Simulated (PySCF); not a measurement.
SMILES CC(C)CCO[SiH3], GFN2-xTB optimised geometry.

```
21

C      1.33    -2.57    -0.33
C      0.81    -1.17     0.00
C      1.38    -0.71     1.34
C     -0.72    -1.17     0.00
C     -1.32     0.23     0.00
O     -0.95     0.91    -1.16
Si    -1.02     2.48    -1.52
H      0.98    -2.89    -1.30
H      0.99    -3.29     0.42
H      2.42    -2.58    -0.33
H      1.15    -0.48    -0.78
H      1.07     0.31     1.56
H      1.03    -1.36     2.14
H      2.46    -0.74     1.32
H     -1.07    -1.68    -0.90
H     -1.09    -1.71     0.87
H     -1.00     0.79     0.88
H     -2.42     0.16     0.04
H     -2.40     2.97    -1.54
H     -0.28     3.29    -0.54
H     -0.39     2.45    -2.83
```

Density from B3LYP/def2-SVP in PySCF 2.14.0 at that geometry.

Minimum of the electron density along straight lines between bonded atoms, close to the bond critical point (lines longer than 1.1 times the sum of covalent radii, or with two minima, are not listed):

| bond | length / Å | ρ at the minimum / e bohr⁻³ | ∇²ρ there / e bohr⁻⁵ | position (fraction from the first atom) |
|---|---|---|---|---|
| C1–C2 | 1.527 | 0.245 | -0.56 | 0.50 |
| C2–C3 | 1.527 | 0.246 | -0.56 | 0.50 |
| C2–C4 | 1.533 | 0.244 | -0.56 | 0.50 |
| C4–C5 | 1.527 | 0.251 | -0.60 | 0.49 |
| C5–O6 | 1.398 | 0.256 | -0.28 | 0.34 |
| O6–Si7 | 1.616 | 0.131 | 1.12 | 0.59 |
| C1–H8 | 1.088 | 0.277 | -1.01 | 0.62 |
| C1–H9 | 1.089 | 0.276 | -1.00 | 0.62 |
| C1–H10 | 1.088 | 0.277 | -1.01 | 0.62 |
| C2–H11 | 1.095 | 0.278 | -1.01 | 0.62 |
| C3–H12 | 1.087 | 0.277 | -1.01 | 0.62 |
| C3–H13 | 1.089 | 0.276 | -1.00 | 0.62 |
| C3–H14 | 1.088 | 0.277 | -1.01 | 0.62 |
| C4–H15 | 1.092 | 0.277 | -1.01 | 0.62 |
| C4–H16 | 1.092 | 0.275 | -0.99 | 0.62 |
| C5–H17 | 1.096 | 0.282 | -1.05 | 0.63 |
| C5–H18 | 1.098 | 0.281 | -1.05 | 0.63 |
| Si7–H19 | 1.467 | 0.117 | 0.32 | 0.49 |
| Si7–H20 | 1.468 | 0.117 | 0.33 | 0.49 |
| Si7–H21 | 1.453 | 0.120 | 0.35 | 0.49 |
